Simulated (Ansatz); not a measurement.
Consider the redistribution: `[F][Al]([SiH3])[SH]` + `[F][Al]([F])[Cl]` → `[F][Al]([SH])[Cl]` + `[F][Al]([F])[SiH3]`.

Program: Ansatz. Geometries: PBE0-D4/def2-TZVP. ΔE: electronic, gas phase. CCSD(T)/CBS adds triple-zeta CCSD(T) − MP2 to the extrapolated MP2 energy (def2 sets, frozen cores). This one scheme is used for every species. Functionals use def2-TZVPP. Each species was taken in one conformer, which may not be the lowest.

`[F][Al]([SiH3])[SH]`:

Z-matrix (Å, degrees):
```
Si
Al 1 2.437
H 1 1.489 2 110.5
H 1 1.489 2 110.5 3 119.7
H 1 1.488 2 110.5 3 -120.2
S 2 2.177 1 123.2 3 120.9
F 2 1.652 1 120.2 3 -59.1
H 6 1.346 2 92.5 1 179.9
```

`[F][Al]([F])[Cl]`:

Z-matrix (Å, degrees):
```
Al
F 1 1.631
Cl 1 2.061 2 120.5
F 1 1.631 2 119.0 3 -180.0
```

`[F][Al]([SH])[Cl]`:

Cartesian coordinates in Å:
```
F 0.792 -1.913 0.682
Al 0.384 -0.444 0.085
S -1.613 0.285 0.438
Cl 1.796 0.646 -0.977
H -1.359 1.426 -0.229
```

`[F][Al]([F])[SiH3]`:

```xyz
7

F    -0.685   -0.416   -2.516
Al   -0.990   -0.195   -0.916
F    -2.565   -0.216   -0.447
Si    0.786    0.151    0.707
H     0.604    1.468    1.375
H     2.120    0.120    0.052
H     0.730   -0.913    1.745
```

```csv
species,r2SCAN0-D4 energy (Eh)
`[F][Al]([SiH3])[SH]`,-1032.41113
`[F][Al]([F])[Cl]`,-902.48649
`[F][Al]([SH])[Cl]`,-1201.39975
`[F][Al]([F])[SiH3]`,-733.50091
```

Question: Work out ΔE.

Answer: ΔE = (-1201.39975) + (-733.50091) − (-1032.41113) − (-902.48649) = -0.00304 Eh = -1.9 kcal/mol. CCSD(T)/CBS gives -2.0 kcal/mol.

Largest T1 diagnostic among the species: 0.014.

Leaving LDA and LC-ωPBE aside and taking each functional with its dispersion term where it has one, the values, not all of them listed here, spread over 0.6 kcal/mol, from CAM-B3LYP-D4 to r2SCAN0-D4.
